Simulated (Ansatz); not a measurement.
Reaction (isomerisation): `F[SiH2]CC[SiH3]` → `CC[SiH](F)[SiH3]`

Gas-phase electronic energies from Ansatz, PBE0-D4/def2-TZVP geometries. CCSD(T)/CBS adds triple-zeta CCSD(T) − MP2 to the extrapolated MP2 energy (def2 sets, frozen cores). Functionals use def2-TZVPP. B3LYP here is the variant with VWN-RPA as its local correlation; programs differ in this. HSE06 is defined as in plane-wave codes. One conformer a species, not always the lowest.

`F[SiH2]CC[SiH3]`:

Cartesian coordinates in Å:
```
F 1.971 -1.361 1.188
Si 1.898 -0.019 0.310
C 0.296 0.857 0.682
C -0.978 0.012 0.559
Si -1.436 -0.537 -1.181
H 3.055 0.831 0.687
H 2.011 -0.421 -1.115
H 0.249 1.732 0.021
H 0.385 1.261 1.698
H -0.903 -0.883 1.187
H -1.836 0.574 0.946
H -1.460 0.640 -2.093
H -2.786 -1.163 -1.168
H -0.464 -1.523 -1.720
```

`CC[SiH](F)[SiH3]`:

Cartesian coordinates in Å:
```
C -1.671 -0.416 1.547
C -1.024 -0.251 0.174
Si 0.778 0.228 0.247
F 1.581 -0.903 1.069
Si 1.744 0.429 -1.882
H -2.725 -0.695 1.460
H -1.621 0.510 2.125
H -1.171 -1.193 2.130
H -1.114 -1.174 -0.409
H -1.540 0.523 -0.407
H 0.933 1.497 1.014
H 1.030 1.496 -2.638
H 1.618 -0.846 -2.639
H 3.182 0.795 -1.791
```

```tsv
level	ΔE (kJ/mol)	difference from CCSD(T)/CBS
PBE-D4	-19.5	-13.3
revPBE-D4	-17.1	-10.9
BLYP-D4	-11.5	-5.3
r2SCAN-D4	-12.9	-6.7
B97M-V	-15.3	-9.1
PBE0-D4	-15.7	-9.5
B3LYP-D4	-9.5	-3.3
r2SCANh-D4	-11.9	-5.7
r2SCAN0-D4	-10.5	-4.3
HSE06-D4	-15.8	-9.6
BHLYP-D4	-5.7	0.5
CAM-B3LYP-D4	-6.4	-0.2
ωB97X-V	-8.6	-2.4
ωB97M-V	-2.5	3.7
B2PLYP	-7.9	-1.7
PBE-QIDH	-8.8	-2.6
PBE	-21.7	-15.5
revPBE	-24.4	-18.2
BLYP	-16.6	-10.4
r2SCAN	-13.4	-7.2
PBE0	-17.5	-11.3
B3LYP	-13.1	-6.9
r2SCANh	-12.5	-6.3
r2SCAN0	-11.1	-4.9
BHLYP	-7.8	-1.6
CAM-B3LYP	-8.2	-2.0
LC-ωPBE	-11.9	-5.7
RPA@PBE/def2-TZVPP	-4.1	2.1
HF/def2-SVP	-4.7	1.5
MP2/def2-SVP	-0.4	5.8
CCSD/def2-SVP	-5.7	0.5
CCSD(T)/def2-SVP	-5.8	0.4
MP2/def2-TZVPP	0.3	6.5
SCS-MP2/def2-TZVPP	0.0	6.2
CCSD/def2-TZVPP	-5.8	0.4
CCSD(T)/def2-TZVPP	-6.1	0.1
HF/def2-QZVPP	-3.7	2.5
SCS-MP2/def2-QZVPP	0.0	6.2
MP2/CBS(def2)	0.2	6.4
CCSD/CBS(def2)	-5.9	0.3
CCSD(T)/CBS	-6.2	0
```

Q: What do rigid-rotor, harmonic-oscillator terms from PBE0-D4/def2-TZVP frequencies (298.15 K, 1 bar) make of the CCSD(T)/CBS value? (An estimate is asked.)

A: Computed: ΔZPE = +4.3 kJ/mol, ΔH = -0.2 kJ/mol, ΔS = 7 J/(mol·K), ΔG = -2.4 kJ/mol. Modes under 50 cm⁻¹ make the entropy rough.

Largest T1 diagnostic among the species: 0.011.

The D4 term adds +3.6 kJ/mol with B3LYP and +1.8 kJ/mol with PBE0; it sums over pairs of atoms, weighted by their polarisabilities, and B3LYP, whose exchange is more repulsive, gets the larger term. Leaving LDA and LC-ωPBE aside and taking each functional with its dispersion term where it has one, the values spread over 17.0 kJ/mol, from PBE-D4 to ωB97M-V. LDA lies +6.3 kJ/mol from PBE without D4.
